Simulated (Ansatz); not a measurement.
Gas-phase reaction R1 → P1 + P2, each structure at its B3LYP-D3(BJ)/def2-TZVP stationary point, reached from a drawn start (curvature not checked).
P1, FeH2O2 (SMILES [OH][Fe][OH]) (charge 0, multiplicity 5, Z-matrix in Å and degrees):
```
Fe
O 1 1.7904
H 2 0.9581 1 129.41
O 1 1.7904 3 165.22 2 170.16
H 4 0.9581 1 129.41 3 97.72
```
R1, FeH3O3 (SMILES [OH][Fe]([OH])[OH]) (charge 0, multiplicity 6):
```xyz
7

Fe    -0.00004     0.00010     0.00013
O      1.79670    -0.01613     0.17819
H      2.30617    -0.81932     0.32470
O     -0.86622     1.56070    -0.27280
H     -0.41874     2.41066    -0.33143
O     -0.93037    -1.54448     0.09482
H     -1.88749    -1.59163     0.00649
```
P2: OH (SMILES [OH]), charge 0, multiplicity 2.

P less R. No zero-point or thermal terms; open shells are unrestricted; no spin–orbit coupling. One arrangement of each flexible species, with no search for the lowest. The spin states of the d-block species are the ones drawn and need not be the lowest.

Cores are frozen in the correlated methods.

Programs: Ansatz (Gaussian basis) for Hartree–Fock, density functionals and correlated methods. No computed number here is a measurement.

Total energies in hartree:

```json
[
 {"structure": "P1", "PBE/def2-TZVPP": "-1415.106445", "PBE0/def2-TZVPP": "-1415.113141", "CCSD(T)/def2-TZVPP": "-1414.196645"},
 {"structure": "R1", "PBE/def2-TZVPP": "-1490.909141", "PBE0/def2-TZVPP": "-1490.901984", "CCSD(T)/def2-TZVPP": "-1489.945209"},
 {"structure": "P2", "PBE/def2-TZVPP": "-75.683357", "PBE0/def2-TZVPP": "-75.687130", "CCSD(T)/def2-TZVPP": "-75.641478"}
]
```

Q: Work out the reaction energy at each level in kcal/mol (1 hartree = 627.50947 kcal/mol), and say how far PBE/def2-TZVPP lies from CCSD(T)/def2-TZVPP.

A: 
- PBE/def2-TZVPP: (-1415.106445) + (-75.683357) − (-1490.909141) = 0.119339 hartree = 74.89 kcal/mol
- PBE0/def2-TZVPP: (-1415.113141) + (-75.687130) − (-1490.901984) = 0.101713 hartree = 63.83 kcal/mol
- CCSD(T)/def2-TZVPP: (-1414.196645) + (-75.641478) − (-1489.945209) = 0.107086 hartree = 67.20 kcal/mol
PBE/def2-TZVPP less CCSD(T)/def2-TZVPP: 7.69 kcal/mol. CCSD(T)/def2-TZVPP is the level counted from, the highest shown, and no exact or measured value.

Ansatz is a quantum-chemistry and plane-wave program.
